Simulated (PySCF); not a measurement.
C3H10OSi, SMILES CC(C)[SiH2]O. Atoms are numbered in the order given.

```xyz
15

Si     0.8712    -0.6146    -0.0715
O      2.0516     0.4591    -0.5851
C     -0.7133     0.2739     0.4593
C     -1.7892    -0.7345     0.8884
C     -1.2138     1.2197    -0.6417
H      0.5968    -1.4866    -1.2462
H      1.3643    -1.4491     1.0707
H      2.4373     1.0363     0.0837
H     -0.4396     0.8829     1.3435
H     -2.7017    -0.2205     1.2360
H     -1.4443    -1.3866     1.7076
H     -2.0838    -1.3851     0.0472
H     -0.4349     1.9363    -0.9459
H     -1.5104     0.6556    -1.5426
H     -2.0955     1.7936    -0.3085
```

Coordinates come from a B3LYP-D3(BJ)/def2-SVP optimisation. Other conformers were not sampled.

Calculation: TDA-B3LYP/def2-SVPD (PySCF).

Vertical excitations. Gas-phase values at a fixed geometry.

Computed lowest excited states:
| state | energy (eV) | λ (nm) | f | main pairs |
|---|---|---|---|---|
| S1 | 6.45 | 192 | 0.004 | HOMO→LUMO 98 % |
| S2 | 7.14 | 174 | 0.006 | HOMO→LUMO+1 98 % |
| S3 | 7.45 | 166 | 0.002 | HOMO−1→LUMO 97 % |
| S4 | 7.97 | 155 | 0.051 | HOMO→LUMO+2 49 %, HOMO→LUMO+3 48 % |
| S5 | 8.02 | 155 | 0.060 | HOMO→LUMO+2 45 %, HOMO→LUMO+3 44 % |
| S6 | 8.11 | 153 | 0.001 | HOMO→LUMO+4 68 %, HOMO−4→LUMO 16 % |
| S7 | 8.27 | 150 | 0.006 | HOMO−1→LUMO+1 78 % |
| S8 | 8.30 | 149 | 0.066 | HOMO−4→LUMO 38 %, HOMO−3→LUMO 30 %, HOMO→LUMO+4 13 %, HOMO−1→LUMO+1 8 % |
| S9 | 8.33 | 149 | 0.037 | HOMO−2→LUMO 75 % |
| S10 | 8.52 | 145 | 0.004 | HOMO−3→LUMO 53 %, HOMO−4→LUMO 34 % |
| T1 | 6.24 | 199 | 0 | HOMO→LUMO 95 % |
| T2 | 6.93 | 179 | 0 | HOMO→LUMO+1 93 % |
| T3 | 7.13 | 174 | 0 | HOMO−1→LUMO 90 % |
| T4 | 7.69 | 161 | 0 | HOMO→LUMO+2 83 % |
Triplets are in the Tamm–Dancoff approximation.
